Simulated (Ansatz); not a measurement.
Consider the redistribution: `CC[O][Ga]([CH3])[F]` + `CB(Cl)[SeH]` → `[CH3][Ga]([F])[SeH]` + `CCOB(C)Cl`.

Computed with Ansatz on PBE0-D4/def2-TZVP structures; ΔE is electronic, products minus reactants. CCSD(T)/CBS adds triple-zeta CCSD(T) − MP2 to the extrapolated MP2 energy (def2 sets, frozen cores). For Ga, Se outer-core shells are correlated without core-valence functions, which leaves a few kJ/mol of doubt a bond. Scalar relativity is left out up to krypton. Each species was taken in one conformer, which may not be the lowest.

```json
{"level": "HF/def2-QZVPP", "ΔE (kcal/mol)": "-32.3"}
{"level": "MP2/CBS(def2)", "ΔE (kcal/mol)": "-27.2"}
```

(1) What does CCSD(T)/CBS give? (An estimate is asked.)

Largest T1 diagnostic among the species: 0.013.

## Answers

(1) Computed: -27.9 kcal/mol. The listed levels differ from it by -4.4, 0.7 kcal/mol.

From PBE to PBE0 (25 % exact exchange), in def2-TZVPP and without D4, ΔE moves by −1.4 kcal/mol. In def2-TZVPP, CCSD(T) changes the Hartree–Fock value by +4.8 kcal/mol (the triples alone add +0.6 kcal/mol) and MP2 by +5.6 kcal/mol.
